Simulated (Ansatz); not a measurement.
Ansatz (a program for electronic structure) input (B3LYP-D3(BJ)/def2-TZVP):

Ansatz 0.2 input:
```yaml
crystal:
  periodic: [false, false, false]
  atoms:
    - {symbol: C, position_ang: [-2.12477353, 0.72416843, 0.34069924]}
    - {symbol: C, position_ang: [-0.87312851, -0.05030134, -0.02551556]}
    - {symbol: C, position_ang: [0.27149085, 0.08131416, 0.97883508]}
    - {symbol: C, position_ang: [1.63644587, -0.20901108, 0.39466978]}
    - {symbol: Cl, position_ang: [2.04733866, 1.42714919, -0.62413567]}
    - {symbol: Cl, position_ang: [-1.35772038, -1.82082242, -0.25003808]}
    - {symbol: H, position_ang: [-1.88027002, 1.78909478, 0.37696025]}
    - {symbol: H, position_ang: [-2.92118613, 0.56984701, -0.38934388]}
    - {symbol: H, position_ang: [-2.49334869, 0.42485607, 1.32479228]}
    - {symbol: H, position_ang: [-0.50849688, 0.23583798, -1.00884687]}
    - {symbol: H, position_ang: [0.10304407, -0.63264981, 1.79619893]}
    - {symbol: H, position_ang: [0.15459147, 1.09331469, 1.42055666]}
    - {symbol: H, position_ang: [2.36194704, -0.06487666, 1.20850526]}
basis:
  gaussian:
    orbitals: def2-TZVP
hamiltonian:
  xc: b3lyp
  dispersion: d3bj
total_charge: -1
phonons: {temperatures: {t_min: 298.15, t_max: 298.15, t_step: 100}}
```

Output:

```
Functional definition: B3LYP
integrals: 0.21 GiB planned
1554 factors; their error is unknown
0.32 GiB of the device are held for the grids
1.47 GiB of device memory are held for the factors and their scratch space
mean field: 1.35 GiB planned
mean field evaluation 1: about -29302.3887 eV, gradient 5.7e1 eV
mean field evaluation 2: about -29287.9503 eV, gradient 8.7e1 eV
mean field evaluation 4: about -29310.2048 eV, gradient 5.7e0 eV
mean field evaluation 8: about -29310.2803 eV, gradient 1.7e-1 eV
mean field evaluation 16: about -29310.3105 eV, gradient 7.1e-4 eV
mean field -29310.31047529 eV, -1077.1340427250 hartree, gradient 2.6e-5 eV, S^2 0.000000; 0 other end points of the search recorded, 0 dependent functions left out
the calculation of the forces begins
reference -29310.31077816 eV, -1077.1340538552 hartree; 33, 33 occupied and 207, 207 virtual orbitals, 1554 factors
these checks for a lower state are left out or cut short: stability, starts, cluster_reference, orbital_swaps, neighbouring_geometries, increment
integrals: 0.21 GiB planned
1554 factors; their error is unknown
0.32 GiB of the device are held for the grids
1.47 GiB of device memory are held for the factors and their scratch space
mean field: 1.36 GiB planned
mean field -29310.31025668 eV, -1077.1340346910 hartree, gradient 2.2e-6 eV, S^2 0.000000; 0 other end points of the search recorded, 0 dependent functions left out
the calculation of the forces begins
reference -29310.31055959 eV, -1077.1340458231 hartree; 33, 33 occupied and 207, 207 virtual orbitals, 1554 factors
these checks for a lower state are left out or cut short: stability, starts, cluster_reference, orbital_swaps, neighbouring_geometries, increment
integrals: 0.21 GiB planned
1554 factors; their error is unknown
0.32 GiB of the device are held for the grids
1.47 GiB of device memory are held for the factors and their scratch space
mean field: 1.35 GiB planned
mean field evaluation 32: about -29310.3104 eV, gradient 7.8e-3 eV
mean field -29310.31038569 eV, -1077.1340394323 hartree, gradient 2.2e-6 eV, S^2 0.000000; 0 other end points of the search recorded, 0 dependent functions left out
the calculation of the forces begins
reference -29310.31068851 eV, -1077.1340505606 hartree; 33, 33 occupied and 207, 207 virtual orbitals, 1554 factors
these checks for a lower state are left out or cut short: stability, starts, cluster_reference, orbital_swaps, neighbouring_geometries, increment
integrals: 0.21 GiB planned
1554 factors; their error is unknown
0.32 GiB of the device are held for the grids
1.47 GiB of device memory are held for the factors and their scratch space
mean field: 1.35 GiB planned
mean field -29310.31033882 eV, -1077.1340377098 hartree, gradient 2.2e-6 eV, S^2 0.000000; 0 other end points of the search recorded, 0 dependent functions left out
the calculation of the forces begins
reference -29310.31064166 eV, -1077.1340488388 hartree; 33, 33 occupied and 207, 207 virtual orbitals, 1554 factors
these checks for a lower state are left out or cut short: stability, starts, cluster_reference, orbital_swaps, neighbouring_geometries, increment
integrals: 0.21 GiB planned
1554 factors; their error is unknown
0.32 GiB of the device are held for the grids
1.47 GiB of device memory are held for the factors and their scratch space
mean field: 1.35 GiB planned
mean field -29310.31029379 eV, -1077.1340360549 hartree, gradient 2.2e-6 eV, S^2 0.000000; 0 other end points of the search recorded, 0 dependent functions left out
[...]
1.47 GiB of device memory are held for the factors and their scratch space
mean field: 1.35 GiB planned
mean field -29310.31045071 eV, -1077.1340418215 hartree, gradient 2.2e-6 eV, S^2 0.000000; 0 other end points of the search recorded, 0 dependent functions left out
the calculation of the forces begins
reference -29310.31075357 eV, -1077.1340529514 hartree; 33, 33 occupied and 207, 207 virtual orbitals, 1554 factors
these checks for a lower state are left out or cut short: stability, starts, cluster_reference, orbital_swaps, neighbouring_geometries, increment
integrals: 0.21 GiB planned
1554 factors; their error is unknown
0.32 GiB of the device are held for the grids
1.47 GiB of device memory are held for the factors and their scratch space
mean field: 1.35 GiB planned
mean field -29310.31041957 eV, -1077.1340406774 hartree, gradient 2.2e-6 eV, S^2 0.000000; 0 other end points of the search recorded, 0 dependent functions left out
the calculation of the forces begins
reference -29310.31072245 eV, -1077.1340518079 hartree; 33, 33 occupied and 207, 207 virtual orbitals, 1554 factors
these checks for a lower state are left out or cut short: stability, starts, cluster_reference, orbital_swaps, neighbouring_geometries, increment
integrals: 0.21 GiB planned
1554 factors; their error is unknown
0.32 GiB of the device are held for the grids
1.47 GiB of device memory are held for the factors and their scratch space
mean field: 1.35 GiB planned
mean field -29310.31038193 eV, -1077.1340392938 hartree, gradient 2.2e-6 eV, S^2 0.000000; 0 other end points of the search recorded, 0 dependent functions left out
the calculation of the forces begins
reference -29310.31068479 eV, -1077.1340504238 hartree; 33, 33 occupied and 207, 207 virtual orbitals, 1554 factors
these checks for a lower state are left out or cut short: stability, starts, cluster_reference, orbital_swaps, neighbouring_geometries, increment
integrals: 0.21 GiB planned
1554 factors; their error is unknown
0.32 GiB of the device are held for the grids
1.47 GiB of device memory are held for the factors and their scratch space
mean field: 1.35 GiB planned
mean field evaluation 512: about -29310.2797 eV, gradient 3.7e-4 eV
mean field -29310.31048300 eV, -1077.1340430081 hartree, gradient 2.2e-6 eV, S^2 0.000000; 0 other end points of the search recorded, 0 dependent functions left out
the calculation of the forces begins
reference -29310.31078588 eV, -1077.1340541387 hartree; 33, 33 occupied and 207, 207 virtual orbitals, 1554 factors
these checks for a lower state are left out or cut short: stability, starts, cluster_reference, orbital_swaps, neighbouring_geometries, increment
integrals: 0.21 GiB planned
1554 factors; their error is unknown
0.32 GiB of the device are held for the grids
1.47 GiB of device memory are held for the factors and their scratch space
mean field: 1.35 GiB planned
mean field -29310.31041816 eV, -1077.1340406256 hartree, gradient 2.2e-6 eV, S^2 0.000000; 0 other end points of the search recorded, 0 dependent functions left out
the calculation of the forces begins
reference -29310.31072102 eV, -1077.1340517554 hartree; 33, 33 occupied and 207, 207 virtual orbitals, 1554 factors
these checks for a lower state are left out or cut short: stability, starts, cluster_reference, orbital_swaps, neighbouring_geometries, increment
integrals: 0.21 GiB planned
1554 factors; their error is unknown
0.32 GiB of the device are held for the grids
1.47 GiB of device memory are held for the factors and their scratch space
mean field: 1.35 GiB planned
mean field -29310.31045168 eV, -1077.1340418573 hartree, gradient 2.2e-6 eV, S^2 0.000000; 0 other end points of the search recorded, 0 dependent functions left out
the calculation of the forces begins
reference -29310.31075456 eV, -1077.1340529879 hartree; 33, 33 occupied and 207, 207 virtual orbitals, 1554 factors
these checks for a lower state are left out or cut short: stability, starts, cluster_reference, orbital_swaps, neighbouring_geometries, increment
integrals: 0.21 GiB planned
1554 factors; their error is unknown
0.32 GiB of the device are held for the grids
1.47 GiB of device memory are held for the factors and their scratch space
mean field: 1.35 GiB planned
mean field -29310.31039512 eV, -1077.1340397787 hartree, gradient 2.2e-6 eV, S^2 0.000000; 0 other end points of the search recorded, 0 dependent functions left out
the calculation of the forces begins
reference -29310.31069798 eV, -1077.1340509085 hartree; 33, 33 occupied and 207, 207 virtual orbitals, 1554 factors
these checks for a lower state are left out or cut short: stability, starts, cluster_reference, orbital_swaps, neighbouring_geometries, increment
integrals: 0.21 GiB planned
1554 factors; their error is unknown
0.32 GiB of the device are held for the grids
1.47 GiB of device memory are held for the factors and their scratch space
mean field: 1.35 GiB planned
mean field evaluation 544: about -29310.3105 eV, gradient 1.9e-6 eV
mean field -29310.31045740 eV, -1077.1340420675 hartree, gradient 2.2e-6 eV, S^2 0.000000; 0 other end points of the search recorded, 0 dependent functions left out
the calculation of the forces begins
reference -29310.31076022 eV, -1077.1340531961 hartree; 33, 33 occupied and 207, 207 virtual orbitals, 1554 factors
these checks for a lower state are left out or cut short: stability, starts, cluster_reference, orbital_swaps, neighbouring_geometries, increment
integrals: 0.21 GiB planned
1554 factors; their error is unknown
0.32 GiB of the device are held for the grids
1.47 GiB of device memory are held for the factors and their scratch space
mean field: 1.35 GiB planned
mean field -29310.31047004 eV, -1077.1340425318 hartree, gradient 2.2e-6 eV, S^2 0.000000; 0 other end points of the search recorded, 0 dependent functions left out
the calculation of the forces begins
reference -29310.31077295 eV, -1077.1340536636 hartree; 33, 33 occupied and 207, 207 virtual orbitals, 1554 factors
these checks for a lower state are left out or cut short: stability, starts, cluster_reference, orbital_swaps, neighbouring_geometries, increment
integrals: 0.21 GiB planned
1554 factors; their error is unknown
0.32 GiB of the device are held for the grids
1.47 GiB of device memory are held for the factors and their scratch space
mean field: 1.35 GiB planned
mean field -29310.31043249 eV, -1077.1340411522 hartree, gradient 2.2e-6 eV, S^2 0.000000; 0 other end points of the search recorded, 0 dependent functions left out
the calculation of the forces begins
reference -29310.31073533 eV, -1077.1340522811 hartree; 33, 33 occupied and 207, 207 virtual orbitals, 1554 factors
these checks for a lower state are left out or cut short: stability, starts, cluster_reference, orbital_swaps, neighbouring_geometries, increment
integrals: 0.21 GiB planned
1554 factors; their error is unknown
0.32 GiB of the device are held for the grids
1.47 GiB of device memory are held for the factors and their scratch space
mean field: 1.35 GiB planned
mean field -29310.31040947 eV, -1077.1340403062 hartree, gradient 2.2e-6 eV, S^2 0.000000; 0 other end points of the search recorded, 0 dependent functions left out
the calculation of the forces begins
reference -29310.31071238 eV, -1077.1340514376 hartree; 33, 33 occupied and 207, 207 virtual orbitals, 1554 factors
Total energy: -29310.89868579 eV, -1077.1556590619 hartree
Atom 0 at    -2.124774     0.724168     0.340699 Å, force     0.000556    -0.001105    -0.000155 eV/Å
Atom 1 at    -0.873129    -0.050301    -0.025516 Å, force     0.000318     0.000094    -0.000170 eV/Å
Atom 2 at     0.271491     0.081314     0.978835 Å, force    -0.000771    -0.000384     0.000220 eV/Å
Atom 3 at     1.636446    -0.209011     0.394670 Å, force     0.000490     0.000779    -0.000132 eV/Å
Atom 4 at     2.047339     1.427149    -0.624136 Å, force     0.000091    -0.000046    -0.000462 eV/Å
Atom 5 at    -1.357720    -1.820822    -0.250038 Å, force     0.000069     0.000554     0.000249 eV/Å
Atom 6 at    -1.880270     1.789095     0.376960 Å, force     0.000176     0.000388     0.000066 eV/Å
Atom 7 at    -2.921186     0.569847    -0.389344 Å, force     0.000027    -0.000045    -0.000014 eV/Å
Atom 8 at    -2.493349     0.424856     1.324792 Å, force    -0.000170     0.000054     0.000363 eV/Å
Atom 9 at    -0.508497     0.235838    -1.008847 Å, force     0.000027     0.000119    -0.000062 eV/Å
Atom 10 at     0.103044    -0.632650     1.796199 Å, force    -0.000413    -0.000102     0.000077 eV/Å
Atom 11 at     0.154591     1.093315     1.420557 Å, force    -0.000235     0.000253     0.000028 eV/Å
Atom 12 at     2.361947    -0.064877     1.208505 Å, force    -0.000164    -0.000558    -0.000007 eV/Å
Dipole moment:    -1.200774     0.152140     0.284432 e Å
Vibrations: 31.54 94.22 202.56 247.26 320.56 336.29 388.22 405.59 494.65 585.14 835.54 874.84 946.14 977.85 1039.46 1091.75 1117.74 1183.33 1201.26 1286.50 1309.75 1362.89 1394.18 1430.15 1483.39 1491.03 2810.39 2954.43 2992.97 3019.63 3077.09 3087.19 3118.72 cm⁻¹, zero-point energy 2.677578 eV
```

It need not be the lowest isomer of its formula. Whether it binds its extra electron was not tested at this geometry.
